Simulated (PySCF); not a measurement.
**Basis-set dependence of excited states**

Compound: CH6NOPSi.
Atom-mapped SMILES: `[CH2:1]=[N:2][Si@@H:3]([OH:4])[PH2:5]` (hydrogens: H6, H7 on C1; H8 on Si3; H9 on O4; H10, H11 on P5)

TDDFT with PBE0 (PySCF), vertical singlets, core orbitals frozen in the response, spherical d and f functions. Geometry: PBE0-D3(BJ)/def2-SVP, one conformer, isolated molecule.

| basis | functions | diffuse | S1 (eV) | S2 (eV) | S3 (eV) | S4 (eV) | S5 (eV) | LUMO (eV) | α (au) |
| --- | --- | --- | --- | --- | --- | --- | --- | --- | --- |
| 6-31G* | 90 | no | 4.22 | 5.63 | 6.59 | 6.62 | 6.81 | -0.87 | 64.9 |
| def2-SVP | 108 | no | 4.11 | 5.53 | 6.50 | 6.66 | 6.88 | -1.00 | 66.1 |
| 6-31+G* | 110 | yes | 4.13 | 5.39 | 6.24 | 6.40 | 6.44 | -1.25 | 74.3 |
| def2-SVPD | 159 | yes | 4.09 | 5.39 | 6.27 | 6.41 | 6.46 | -1.23 | 79.2 |
| aug-cc-pVDZ | 177 | yes | 4.08 | 5.37 | 6.08 | 6.22 | 6.28 | -1.24 | 81.6 |
| def2-TZVP | 203 | no | 4.09 | 5.41 | 6.22 | 6.43 | 6.49 | -1.17 | 75.3 |
| def2-TZVPD | 254 | yes | 4.07 | 5.36 | 6.08 | 6.27 | 6.40 | -1.25 | 80.9 |

Question: How much do these states and the polarisability depend on the basis?

Answer: States are compared by their number. Against the largest diffuse basis here (def2-TZVPD, itself not a converged limit), sets without diffuse functions differ by up to 0.15 eV in S1 and 0.48 eV in S5; the smaller diffuse sets differ by up to 0.06 and 0.11 eV. State by state, the largest deviation of a set without diffuse functions is S1 0.15, S2 0.27, S3 0.51, S4 0.39, S5 0.48 eV. The same number needn't mean the same state in each row. Against def2-TZVPD the polarisability deviates by -20% in 6-31G*, -18% in def2-SVP, -8% in 6-31+G*, -2% in def2-SVPD, +1% in aug-cc-pVDZ, -7% in def2-TZVP. A single + in a Pople set puts diffuse functions on heavy atoms only.
